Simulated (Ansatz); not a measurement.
Task: Name a neutral molecule of O, Se, Si and H with size of the dipole moment (B3LYP/def2-TZVPP) between 0.85 and 1.15 D and size of the dipole moment (ωB97M-V/def2-TZVPP) between 1.05 and 1.35 D (Ansatz, PBE0-D4/def2-TZVP geometry).

Result: `O[SiH2][SiH2][SeH]` (1.09 D, 1.07 D). Other molecules can fit too; these were computed, each in one conformer that needn't be the lowest.

B3LYP here is the variant with VWN-RPA as its local correlation; programs differ in this.
